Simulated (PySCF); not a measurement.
# Excitation energy of B+ by level of theory

B+ [He] 2s2 (1S) → B+ [He] 2s1 3s1 (3S), as a difference of total energies. Calculation: PySCF 2.14, in aug-cc-pVQZ-DK (6s5p4d3f2g, 80 functions); scalar relativity by spin-free X2C-1e. Correlated levels: valence: 1s2 frozen. The calculations carry no spin-orbit coupling.

```
           method  excitation energy (eV)  error (eV)
              UHF                  14.636      -1.454
    MP2 (valence)                  15.578      -0.512
SCS-MP2 (valence)                  15.848      -0.242
   CCSD (valence)                  16.065      -0.025
```

Reference: 16.090 eV (measured; NIST levels).

Errors of the correlated levels include the incompleteness of this basis and the frozen core.

With two correlated electrons CCSD is exact in that space.
